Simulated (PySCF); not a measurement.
C₃H₆O₃, SMILES COC(=O)OC. Heavy atoms are numbered as in [CH3:1][O:2][C:3](=[O:4])[O:5][CH3:6]. Hydrogens are named by the atom that carries them.

Geometry: PBE0-D3(BJ)/def2-SVP.

The numbers are results of PBE0/pcSseg-1 (PySCF), not measurements.

GIAO shieldings, no solvent; atoms alike by connectivity are averaged. δ = σ(ref) − σ: ¹³C against TMS (σ = 186.3 ppm); ¹⁷O against H2O (σ = 334.2 ppm); ¹H against TMS (σ = 31.56 ppm), references at their B3LYP-D3(BJ)/def2-TZVP geometries, non-relativistic.

### Question
Estimate the chemical shifts. (Estimate from the structure and the level; the computed values follow.)

### Answer

```
nucleus     atoms  count  δ (ppm)
-------  --------  -----  -------
¹³C            C3      1    163.9
¹³C      C1 (CH3)      2     56.1
¹⁷O            O4      1    309.4
¹⁷O            O2      2    140.6
¹H        H on C1      6     3.91
```
